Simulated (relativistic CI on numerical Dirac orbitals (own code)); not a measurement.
# One change at a time: Ti V

Base calculation: Dirac-Coulomb-Breit CI, orbitals from a KLI potential per configuration, model QED, valence Slater integrals scaled by 0.85, P86 correlation energy added to each configuration.

CI space (outside the closed core [Ne]): 3s2 3p6, 3s2 3p5 3d, 3s 3p6 3d, 3s2 3p5 4s, 3s2 3p5 4p, 3s2 3p5 4d, 3s2 3p5 5s, 3s2 3p5 4f, 3s2 3p5 5p, 3s2 3p5 5d, 3s2 3p5 6s, 3s2 3p5 5f, 3s2 3p5 5g, 3s2 3p5 6p, 3s 3p6 4s, 3s2 3p5 6d, 3s 3p6 4p, 3s 3p6 4d, 3s 3p6 5s, 3s 3p6 4f, 3s 3p6 5p, 3s 3p6 5d, 3s 3p6 6s, 3s 3p6 5f, 3s 3p6 5g, 3s 3p6 6p, 3s 3p6 6d, 3p6 3d2, 3p5 3d3, 3p5 3d2 4s, 3p5 3d2 4p, 3p5 3d2 4d, 3p5 3d2 5s. Double excitations out of closed p, d and f shells are left out; levels of such configurations are missing from the list, as are those of other unlisted configurations, and high levels can miss mixing partners. These lack a partner that the ground configuration has and come out too high: 3s2 3p5 4f, 3s2 3p5 5p, 3s2 3p5 5d, 3s2 3p5 6s, 3s2 3p5 5f.

Variants: (1) valence Slater integrals scaled by 0.75; (2) Slater integrals left unscaled; (3) one mean potential for all configurations. Shifts of the energy above 3s2 3p6 1S_0, in cm⁻¹, for the lowest level and the first level of each name with at least 55 % of one term (blank where a level changes its place among those of its configuration and J or its character, or is not in the variant):

```tsv
Level	Base	Δ(1)	Δ(2)	Δ(3)	Measured
3s2 3p6 1S_0	0	0	0	0	0
3s2 3p5 3d 3P°_0	275513	+2811	-4214	-66	
3s2 3p5 3d 3P°_1	276434	+2795	-4194	-65	275372
3s2 3p5 3d 3P°_2	278350	+2766	-4158	-63	277311
3s2 3p5 3d 3F°_4	286656	+1567	-2358	-67	
3s2 3p5 3d 3F°_3	288476	+1527	-2314	-66	289050
3s2 3p5 3d 3F°_2	290246	+1532	-2324	-64	290779
3s2 3p5 3d 3D°_3	306971	-822	+1231	-53	307429
3s2 3p5 3d 1D°_2	307654	-725	+1109	-52	306874
3s2 3p5 3d 3D°_1	308927	-772	+1162	-51	309252
3s2 3p5 3d 3D°_2	309479	-752	+1143	-49	309433
3s2 3p5 3d 1F°_3	310884	-875	+1335	-53	311434
3s2 3p5 3d 1P°_1	397801	-11380	+16657	0	395321
3s2 3p5 4s 3P°_2	437875	+378	-624	+4957	434339
```

At this charge configurations can still be misplaced by up to about 7 % of their energy. 36 of the 44 excited levels that our extract of the measured tables holds in this range could be paired (the sources list more); they are missed by 9746 cm⁻¹ on average and 63425 at most, and levels without a partner can miss by more.

Measured levels: Corliss and Sugar, J. Phys. Chem. Ref. Data 8, 1 (1979).

Ionisation energy from the two ground configurations alone: base 99.45 eV. The NIST ASD value (measured) is 99.299 eV.

LS names give the leading component of a level, which can be under half, so a name can repeat, a term be missing and a line seem to break the LS rules.
